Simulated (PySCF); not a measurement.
C3H7FOSi, SMILES C[SiH2]O/C=C\F.

The structure is a stationary point at PBE-D3(BJ)/def2-SVP. The structure was generated by enumeration; whether it is a known compound was not checked. The values are those of a single conformer.

All values below come from PySCF with PBE-D3(BJ)/def2-SVP.

Frequencies are harmonic and unscaled.

| mode | ν (cm⁻¹) | IR (km/mol) | moving atoms (share of kinetic energy) |
|---|---|---|---|
| 1 | 32 | 0.4 | H 29 %, C 24 %, F 19 %, Si 18 %, O 10 % |
| 2 | 56 | 4.7 | O 50 %, C 23 %, H 18 % |
| 3 | 95 | 2.6 | C 35 %, F 24 %, H 20 %, O 17 % |
| 4 | 146 | 0.3 | H 91 % |
| 5 | 214 | 1.6 | F 37 %, Si 23 %, O 18 %, C 11 %, H 11 % |
| 6 | 246 | 2.3 | C 33 %, O 27 %, H 22 %, Si 14 % |
| 7 | 480 | 8.3 | H 92 % |
| 8 | 499 | 0.5 | C 66 %, H 19 % |
| 9 | 621 | 9.0 | C 43 %, H 21 %, Si 16 %, O 15 % |
| 10 | 687 | 29.3 | H 77 %, C 9 % |
| 11 | 694 | 12.4 | H 47 %, C 31 %, Si 14 % |
| 12 | 722 | 25.0 | H 75 %, C 21 % |
| 13 | 748 | 50.8 | H 50 %, C 27 %, Si 22 % |
| 14 | 816 | 3.4 | H 79 %, C 20 % |
| 15 | 847 | 37.8 | H 71 %, C 20 % |
| 16 | 853 | 52.9 | C 38 %, O 28 %, H 17 %, F 11 % |
| 17 | 899 | 351.3 | H 76 %, Si 16 % |
| 18 | 941 | 156.0 | H 92 % |
| 19 | 1055 | 68.9 | C 38 %, H 23 %, F 19 %, O 18 % |
| 20 | 1158 | 287.1 | H 36 %, O 27 %, C 26 %, F 11 % |
| 21 | 1222 | 30.4 | H 78 %, C 22 % |
| 22 | 1265 | 88.5 | H 70 %, O 14 %, C 10 % |
| 23 | 1363 | 120.0 | H 59 %, C 37 % |
| 24 | 1376 | 3.9 | H 96 % |
| 25 | 1383 | 6.9 | H 96 % |
| 26 | 1724 | 75.4 | C 91 % |
| 27 | 2143 | 124.0 | H 97 % |
| 28 | 2153 | 133.1 | H 97 % |
| 29 | 2982 | 0.4 | H 97 % |
| 30 | 3065 | 20.2 | H 92 %, C 8 % |
| 31 | 3083 | 1.7 | H 91 %, C 9 % |
| 32 | 3090 | 0.8 | H 91 %, C 9 % |
| 33 | 3141 | 9.5 | H 91 %, C 9 % |
